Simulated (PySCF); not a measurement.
Geometry (Å), atoms numbered from 1 in this order:
```xyz
21

C    -1.847   -0.421    2.365
S    -1.680   -1.127    0.690
Si   -0.004   -0.002   -0.003
S     0.444   -0.621   -1.993
C    -1.156   -0.259   -2.794
S    -0.510    2.069    0.100
C     1.049    2.798   -0.508
S     1.731   -0.323    1.193
C     1.945   -2.119    0.947
H    -0.870   -0.397    2.867
H    -2.527   -1.081    2.920
H    -2.271    0.592    2.326
H    -1.495    0.751   -2.524
H    -0.986   -0.311   -3.877
H    -1.916   -0.997   -2.506
H     1.835    2.742    0.257
H     0.836    3.850   -0.739
H     1.379    2.283   -1.421
H     2.672   -2.456    1.698
H     2.329   -2.336   -0.058
H     0.990   -2.640    1.103
```

A single conformation, no relativistic terms, rapidly exchanging positions averaged, in vacuum. HF/pcSseg-1 with gauge-including orbitals; geometry from PBE0-D3(BJ)/def2-SVP; PySCF.

References, each an isolated molecule treated in the same way: ¹³C (σ = 190.85 ppm), ¹H (σ = 31.69 ppm), ²⁹Si (σ = 393.43 ppm) vs TMS; ³³S (σ = 513.52 ppm) vs CS2.

| atoms | nucleus | count | δ (ppm) |
| --- | --- | --- | --- |
| Si3 | ²⁹Si | 1 | 53.0 |
| S2/S4/S6/S8 | ³³S | 4 | ? |
| H10/H11/H12/H13/H14/H15/H16/H17/H18/H19/H20/H21 | ¹H | 12 | ? |
| C1/C5/C7/C9 | ¹³C | 4 | 11.7 |

Problem. Fill in the missing shifts.

Solution. 
- H10/H11/H12/H13/H14/H15/H16/H17/H18/H19/H20/H21: 2.00 ppm, hydrogen on a methyl carbon bonded to S
- S2/S4/S6/S8: -216 ppm, sulfur bonded to C, Si

Shifts are as computed. Against solution values, carbons near 30 ppm lie about -0 ppm off and those near 130 ppm about +7 ppm. Of 1211 compounds with measured shifts, 218 miss one by over three times the rms of a fit or turn the order of signals round; such compounds aren't used in these exercises.
